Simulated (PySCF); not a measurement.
A calculated (UHF, PySCF 2.14, cc-pVDZ, no relativity, point nucleus) atom or ion has these occupied shells.

```
shell  electrons  orbital energy (eV)  rms radius, mean of both spins (bohr)
 1s α          1              -5996.8                                 0.0743
 1s β          1              -5996.7                                 0.0743
 2s α          1              -714.41                                  0.319
 2s β          1              -711.67                                  0.319
 2p α          3              -603.64                                  0.288
 2p β          3              -600.95                                  0.288
 3s α          1              -94.048                                  0.980
 3s β          1              -84.600                                  0.980
 3p α          3              -61.486                                   1.06
 3p β          3              -50.022                                   1.06
 3d α          5              -10.096                                   1.59
 4s α          1               -6.048                                   3.96
```

Task: Name the element and its charge.

Result: Cr (chromium, neutral), in [Ar] 3d5 4s1, high-spin 7S determinant.
